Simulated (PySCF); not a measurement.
# Löwdin shares of the frontier orbitals

Species: tetramethylcyclopentadiene, C9H14.
SMILES with atom numbers: `[CH3:1][C:2]1=[C:3]([CH3:4])[C:5]([CH3:6])=[C:7]([CH3:8])[CH2:9]1` (hydrogens: H10, H11, H12 on C1; H13, H14, H15 on C4; H16, H17, H18 on C6; H19, H20, H21 on C8; H22, H23 on C9)

Cartesian coordinates in Å at the PBE0-D3(BJ)/def2-SVP level; atoms count from 1:
```xyz
23
C9H14 angstrom
C     -2.4628   -1.1397    0.3044
C     -1.1847   -0.3815    0.2088
C     -0.9842    0.9596    0.1888
C     -2.0044    2.0457    0.2582
C      0.4650    1.2354    0.0835
C      1.0145    2.6215    0.0387
C      1.1439    0.0622    0.0395
C      2.6105   -0.1738   -0.0643
C      0.1505   -1.0591    0.1153
H     -3.3342   -0.4730    0.3667
H     -2.4808   -1.7936    1.1935
H     -2.6101   -1.7978   -0.5694
H     -1.9619    2.6946   -0.6326
H     -3.0258    1.6481    0.3322
H     -1.8359    2.6996    1.1302
H      2.1103    2.6281   -0.0377
H      0.6158    3.1842   -0.8219
H      0.7386    3.1926    0.9410
H      2.8647   -0.7553   -0.9674
H      3.1775    0.7667   -0.1059
H      2.9897   -0.7525    0.7957
H      0.2119   -1.7203   -0.7700
H      0.3389   -1.7131    0.9880
```

Method: TDDFT PBE0/def2-SVPD, vertical, gas phase, core orbitals frozen in the response (PySCF).

Frontier orbitals with the atoms that hold most of them (Löwdin shares over 4%, at most four atoms; ? is withheld):

| orbital | ε (eV) | atoms |
| --- | --- | --- |
| LUMO+2 | 1.15 | C8 16%, C1 16%, H20 6%, H10 6% |
| LUMO+1 | 0.65 | C4 9%, C6 9%, C8 9%, C1 9% |
| LUMO | -0.08 | ? |
| HOMO | -5.49 | C7 22%, C2 22%, C5 14%, C3 14% |
| HOMO-1 | -7.59 | ? |
| HOMO-2 | -9.16 | C9 22%, C7 13%, C2 13%, C8 11% |
| HOMO-3 | -9.20 | C5 20%, C3 20%, C4 9%, C6 9% |

Task: Give the leading atoms of the LUMO.

Result: C2 (bonded to 3 C) 17%; C7 (bonded to 3 C) 16%; C5 (bonded to 3 C) 14%; C3 (bonded to 3 C) 14%.

Task: Give the leading atoms of the HOMO-1.

Result: C3 (bonded to 3 C) 21%; C5 (bonded to 3 C) 21%; C2 (bonded to 3 C) 10%; C7 (bonded to 3 C) 10%.

Task: The HOMO–LUMO gap is 5.41 eV. Where does the response calculation put the lowest singlet, and from which orbitals?

Result: S1 is at 4.68 eV (f = 0.123), 0.73 eV below the gap, made of HOMO→LUMO (99%). Without the coupling terms of the response equations the lowest excitation would equal the gap.

Task: One configuration dominates each of S1 and S2. Which, and how do the shares of the two leading atoms of either orbital change from the occupied to the empty one?

Result: 
- S1 (4.68 eV, f 0.123), HOMO→LUMO (99%): C7 22% → 16%, C2 22% → 17%
- S2 (5.10 eV, f 0.0000), HOMO→LUMO+1 (98%): C7 22% → at most 9%, C2 22% → at most 9%, C4 at most 15% → 9%, C6 at most 15% → 9%

Hardware: Arm Neoverse V1, one thread, no GPU, on a shared host. Cost: 3.1 min wall.
